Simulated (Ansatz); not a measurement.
Sn2Se⁺, relaxed as a doublet with UKS r2SCAN-D4/def2-TZVP in Ansatz, starting from the GFN2-xTB geometry. Force threshold 0.02 eV/Å.

In the def2 sets Sn takes a core potential; there is no spin–orbit coupling. The relaxation made no stability test and no search for a lower SCF solution. Another isomer (doublet) lies 0.68 eV lower at PBE0-D4/def2-TZVP; other spin states weren't run for this one.

Start:

```xyz
3

Sn   -1.612    1.801    0.252
Sn    1.844   -1.500   -0.506
Se   -0.232   -0.301    0.254
```

```
        step  energy (eV)  largest force component (eV/Å)  SCF passes
           1  -77011.5890                           0.269          22
           2  -77011.5967                           0.184          24
           3  -77011.6036                           0.045          24
           4  -77011.6054                           0.051          23
5 (rejected)  -77011.6053                           0.133          30
           6  -77011.6089                           0.006          24
           7  -77011.6091                           0.004          23
```

Force components are those of the run's own axes.

End:

```xyz
3

Sn   -1.469    1.782    0.175
Sn    1.805   -1.345   -0.544
Se   -0.336   -0.436    0.368
```

By distances, no bond broke or formed. The bond that changes most is Sn1–Se3, from 2.51 to 2.50 Å (atoms count from 1).

The force fell under the threshold at step 6, but the optimiser went on. No frequencies were taken in this run, so the end may be a saddle point.

Hardware: 4 threads of Arm Neoverse V2 on a shared host. Wall time 20 s.
